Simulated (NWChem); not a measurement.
## Lowest excitation of H₂B (+1)

```xyz
3

B      0.0000     0.0000     0.0000
H      0.0000     0.0000    -1.1927
H      0.0000     0.0000     1.1927
```
Charge +1, spin multiplicity 1.

The numbers come from NWChem runs, not from measurements. Structure: optimised with B3LYP/def2-SVP, a minimum by its harmonic frequencies.

Basis set: aug-cc-pVDZ. CR-EOMCCSD(T) is the triples correction to the same EOM-CCSD root.

```tsv
method	lowest vertical singlet excitation energy (eV)	difference from EOM-CCSD
TDA-BHandHLYP	7.40	+0.05
EOM-CCSD	7.35	0.00
TD-PBE	6.96	-0.40
CR-EOMCCSD(T)	7.31	-0.04
CIS	7.83	+0.48
TD-B3LYP	7.14	-0.21
```

The values span 0.87 eV, from TD-PBE (lowest) to CIS (highest). 

The correlated methods keep 1 core orbital frozen. B3LYP has NWChem's definition, with VWN1-RPA local correlation. The spin multiplicity of the parent species was assumed, not shown to be that of its ground state. The structure started from a generated list of species. Differences from the coupled-cluster row are differences between methods, not errors against experiment.
